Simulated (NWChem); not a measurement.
# CH₃AlCl₂; SMILES [CH3][Al]([Cl])[Cl]

```xyz
7

Al     0.3500    -0.0008     0.0065
Cl    -0.7559    -1.7862    -0.0052
Cl    -0.7635     1.7801    -0.0050
C      2.2824     0.0104     0.0055
H      2.6789     0.8262     0.6300
H      2.6558     0.1758    -1.0193
H      2.6977    -0.9446     0.3613
```
Atoms are numbered in this order, from 1.

All runs use the structure optimised with PBE0/def2-SVP.

Problem. Give the principal values of the shielding tensors (ppm) of Al1, Cl2, Cl3, C4 from B3LYP/6-31G* (spherical d), GIAO (NWChem), with their diamagnetic and paramagnetic parts as GIAO splits them.

Solution. 
| atom | σ11 | σ22 | σ33 | isotropic | diamagnetic | paramagnetic |
|---|---|---|---|---|---|---|
| Al1 | 379.4 | 406.8 | 492.6 | 426.3 | 799.0 | -372.8 |
| Cl2 | 760.6 | 904.0 | 1033.4 | 899.3 | 1148.4 | -249.1 |
| Cl3 | 765.3 | 906.0 | 1035.0 | 902.1 | 1148.4 | -246.3 |
| C4 | 189.8 | 194.8 | 203.7 | 196.1 | 249.4 | -53.3 |
